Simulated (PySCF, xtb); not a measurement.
Si(H)(F)(Cl)(OH) (ClFH₂OSi), SMILES O[SiH](F)Cl. One conformer was computed; it need not be the lowest.

Harmonic wavenumbers (cm⁻¹) from xtb with GFN2-xTB at its own minimum, in rising order: 167, 187, 245, 287, 514, 633, 642, 756, 815, 958, 2486, 3635.

Q: What does PBE-D3(BJ)/def2-SVP run with PySCF 2.14.0 give at its own minimum? (The exact figures need the calculation; the answer reports its results.)

A: 181, 242, 302, 336, 539, 742, 801, 833, 874, 956, 2283, 3764. Paired by order, the mean absolute difference is 78 cm⁻¹ and the zero-point energies are 16.2 and 16.9 kcal/mol.
